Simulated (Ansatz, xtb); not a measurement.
# C4H6O2Si: 3 structures ranked

3 gas-phase structures of C4H6O2Si, from a drawn sample of its isomers (lower ones may exist). Each was relaxed with GFN2-xTB:

A. `OC1=C[Si@@H](O)C=C1`, a singlet
B. `O[Si]1(O)C=CC=C1`, a singlet
C. `OC1=CC=C[Si@@H]1O`, a singlet

**Question.** Estimate their order in r2SCAN-D4/def2-SVP energy at these geometries, lowest first.

**Answer.** Calculated order at r2SCAN-D4/def2-SVP: B (0.000), A (1.155), C (1.465) eV.

Energies above the lowest of each column, in eV; the last columns are at PBE-D3(BJ)/def2-SVP geometries:

```json
{"structure": "B", "GFN2-xTB": "0.000", "HF/STO-3G": "0.000", "r2SCAN-D4/def2-SVP": "0.000", "PBE-D3(BJ)/def2-SVP": "0.000", "CCSD(T)/def2-SVP + ΔMP2/def2-TZVPP": "0.000"}
{"structure": "A", "GFN2-xTB": "0.787", "HF/STO-3G": "0.483", "r2SCAN-D4/def2-SVP": "1.155", "PBE-D3(BJ)/def2-SVP": "1.055", "CCSD(T)/def2-SVP + ΔMP2/def2-TZVPP": "1.465"}
{"structure": "C", "GFN2-xTB": "0.888", "HF/STO-3G": "0.594", "r2SCAN-D4/def2-SVP": "1.465", "PBE-D3(BJ)/def2-SVP": "1.318", "CCSD(T)/def2-SVP + ΔMP2/def2-TZVPP": "1.817"}
```

Every level run on B puts it lowest or level with the lowest. Flexible structures stand in one conformer each, not always the lowest. The ΔMP2 step shifts differences by up to 0.229 eV, which makes them less sure. ΔMP2 is the change of the MP2 energy from the smaller to the larger basis.

Programs: Ansatz 0.2.0, xtb 6.7.1.
